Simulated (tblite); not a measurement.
Compound: C7H11O (doublet state).
Z-matrix (Å and degrees, GFN2-xTB geometry), rows numbered from 1:
```
C 
C   1  1.5157
C   2  1.4688  1  116.61
C   3  1.4819  2  118.47  1  -168.76
C   4  1.5449  3  108.07  2   -68.36
C   5  1.5287  4  108.23  3    44.17
C   6  1.5181  5  107.43  4   -47.98
O   7  1.2146  2  122.84  1   -17.96
H   1  1.0873  2  110.20  3  -172.60
H   1  1.0868  2  109.95  3   -53.28
H   1  1.0878  2  110.19  3    67.09
H   2  1.0914  1  112.39  3  -133.24
H   3  1.0762  2  119.25  1    26.32
H   4  1.0947  3  110.13  2    49.89
H   4  1.0898  3  111.37  2   170.56
H   5  1.0914  4  110.75  3   166.37
H   5  1.0913  4  109.07  3   -74.31
H   6  1.0919  5  110.25  4    72.19
H   6  1.0900  5  110.76  4  -166.87
```

Computed with GFN2-xTB (tblite): harmonic, unscaled wavenumbers at the GFN2-xTB geometry, gas phase. Against measured fundamentals such values can be off by several per cent, at times by over 20. One conformer, not necessarily the lowest. Open shells enter through the occupations alone, without spin polarisation, and single modes of such species can be off by tens of per cent.

Harmonic wavenumbers (cm⁻¹): 101.4, 149.9, 171.0, 234.0, 253.4, 288.0, 387.6, 415.5, 506.8, 548.1, 602.2, 641.3, 764.5, 872.2, 881.2, 922.7, 934.8, 1001.2, 1035.9, 1038.9, 1058.4, 1109.2, 1120.7, 1132.6, 1158.0, 1166.7, 1192.7, 1222.2, 1257.2, 1285.1, 1292.0, 1318.8, 1382.6, 1405.4, 1465.4, 1475.3, 1481.0, 1485.0, 1490.4, 1700.1, 2934.6, 2948.9, 2967.6, 2974.9, 2991.8, 3004.7, 3009.8, 3031.3, 3042.5, 3053.9, 3119.0.

A = 3266, B = 1951, C = 1444 MHz; mass 111.081 u (most abundant isotopes); point group C1, symmetry number 1; spin multiplicity 2.

Problem. What is the zero-point energy?

Solution. ½Σν̃ = 35514 cm⁻¹ = 101.54 kcal/mol.

Problem. Give the ideal-gas entropy at 500 K and 1 bar in the rigid-rotor, harmonic-oscillator model (classical rotation).

Solution. Translation 42.63, rotation 29.49, vibration 37.03, spin (R ln 2) 1.38: S = 110.5 cal/(mol K).

Problem. And Cp and H(500 K) − H(0)?

Solution. Cp = 52.67 cal/(mol K), of which vibrations give 44.72 (their classical limit is 51 R = 101.3); H(500 K) − H(0) = 14.50 kcal/mol without the zero-point energy, 10.52 from vibrations.

Problem. Which modes carry the vibrational entropy at 500 K?

Solution. 101.4 cm⁻¹: 4.44; 149.9 cm⁻¹: 3.67; 171.0 cm⁻¹: 3.42; 234.0 cm⁻¹: 2.81; 253.4 cm⁻¹: 2.66; 288.0 cm⁻¹: 2.42 cal/(mol K); the other 45 give 17.62 together.

Problem. What must be added to the electronic energy to get the Gibbs energy at 500 K and 1 bar?

Solution. ZPE + [H(500 K) − H(0)] − T·S = 101.54 + 14.50 − 55.26 = 60.78 kcal/mol.

Problem. Blend soft modes into free rotors: weight 1/[1 + (100 cm⁻¹/ν̃)⁴] for the oscillator and the rest for a rotor with moment μB/(μ + B), μ = h/(8π²ν), B = 10⁻⁴⁴ kg m². What vibrational entropy results?

Solution. 36.32 cal/(mol K) in place of 37.03, which changes −T·S at 500 K by +0.36 kcal/mol.

Hindered rotation and anharmonicity are outside this model. Other conformers, if any are populated, would add a mixing term that is left out. The structure is chiral; the term R ln 2 for an equal mix with its mirror image is left out.
